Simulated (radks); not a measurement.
Q: Radial electron density D(r) = 4 pi r^2 rho(r) of an atom or ion with 38 electrons. Calculated with a radial shooting solver on a logarithmic mesh with Libxc functionals: non-relativistic Kohn-Sham, PBE, spin-polarised, spherical densities, point nucleus.

r (bohr)  D(r) (e/bohr)   spin D(r)
0.001572          5.179  -0.0000489
0.002015          8.022  -0.0000758
0.002562          12.06   -0.000114
0.003283          18.01   -0.000170
0.004173          25.89   -0.000244
0.005348          36.44   -0.000342
0.006798          48.70   -0.000454
0.008642          61.90   -0.000564
0.01107           74.34   -0.000621
0.01408           82.37   -0.000459
0.01804           84.20    0.000488
0.02293           80.43     0.00394
0.02939           76.42      0.0160
0.03736           80.30      0.0518
0.04788           95.28       0.153
0.06086           111.0       0.384
0.07737           112.1       0.824
0.09915           96.33        1.47
0.126             86.41        1.95
0.1615            95.75        1.68
0.2053            97.60       0.561
0.2631            67.44      0.0377
0.3345            36.53        1.86
0.4286            30.75        4.72
0.5449            26.78        4.80
0.6927            12.15        2.34
0.8877            2.230       0.487
1.128            0.1588      0.0421
1.446          0.002920    0.000999

What is the nuclear charge?

A: Z = 66. The innermost maximum, from 1s, lies near 1/Z = 0.0152 bohr (found: 0.0171), and its height grows with Z. The density is that of the dysprosium ion Dy28+ in [Kr] 4d2; the configuration itself is not fixed sharply by these data, and Z only to a few units. D(r) has 4 maxima, at r = 0.0171, 0.0697, 0.187, 0.450 bohr, and minima at 0.0303, 0.126, 0.405 bohr, inside which lie 1.96, 11.33, 29.55 electrons.
